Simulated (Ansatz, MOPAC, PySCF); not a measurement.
Species: BHCl, net charge 1, singlet state. SMILES of the parent species: [BH]Cl
Geometry: optimised at B3LYP-D3(BJ)/def2-TZVP (Ansatz, a first-principles code).

Unscaled harmonic wavenumbers (cm⁻¹) in rising order, each level at the stationary point that it reaches from this structure (no distance between atoms moves by over 0.3 Å); the order of modes can differ between levels, and a negative number is imaginary. B3LYP-D3(BJ)/def2-TZVP (PySCF, at the structure above): 715, 715, 1131, 2857.

PM3 (MOPAC): 940, 940, 1217, 2824. Zero-point energy 8.5 against 7.7 kcal/mol; where all levels lie over 400 cm⁻¹, the wavenumbers are on average 1.174 times those of B3LYP-D3(BJ)/def2-TZVP.

PM6 (MOPAC): 695, 695, 985, 2877. Zero-point energy 7.5 against 7.7 kcal/mol; where all levels lie over 400 cm⁻¹, the wavenumbers are on average 0.956 times those of B3LYP-D3(BJ)/def2-TZVP.

HF/3-21G (Ansatz): 788, 788, 1075, 3025. Zero-point energy 8.1 against 7.7 kcal/mol; where all levels lie over 400 cm⁻¹, the wavenumbers are on average 1.054 times those of B3LYP-D3(BJ)/def2-TZVP.
